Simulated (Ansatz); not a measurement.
CH6AlNOS, relaxed with RKS PBE0-D4/def2-TZVP in Ansatz from a PBE-D4/def2-SVP geometry. The force threshold is 0.005 eV/Å; the program also tests the step.

The species carries charge 0 and has multiplicity 1. The bonds changed during the relaxation, so this is another structure than the one it started from.

Start:

```xyz
11

N    -0.645   -0.563   -0.058
C     0.263    0.527   -0.636
S    -0.625    2.176   -0.644
O     1.341    0.568    0.179
Al    0.910   -0.816    1.301
H    -0.885   -1.296   -0.741
H    -1.521   -0.147    0.294
H     0.486    0.266   -1.700
H    -1.388    1.919   -1.746
H     1.631   -2.210    0.976
H     0.433   -0.422    2.776
```

(1) How much energy does the relaxation release, and in how many steps? (Best estimate.)

(2) Which bonds change most? (An estimate is asked.)

(3) Give the relaxed structure. (Estimate.)

Results:

(1) The calculation gave: 1.44 kcal/mol, in 10 steps, 1 of them rejected.

(2) Ansatz gave: C2–S3 from 1.872 to 1.832 Å; O4–Al5 from 1.833 to 1.794 Å; N1–Al5 from 2.080 to 2.051 Å; N1–C2 from 1.533 to 1.509 Å.

(3) Ansatz gave: 
```xyz
11

N    -0.649   -0.539   -0.047
C     0.247    0.530   -0.624
S    -0.601    2.152   -0.697
O     1.300    0.597    0.222
Al    0.898   -0.801    1.273
H    -0.896   -1.259   -0.716
H    -1.499   -0.129    0.327
H     0.515    0.236   -1.648
H    -1.375    1.864   -1.759
H     1.622   -2.170    0.911
H     0.438   -0.481    2.757
```
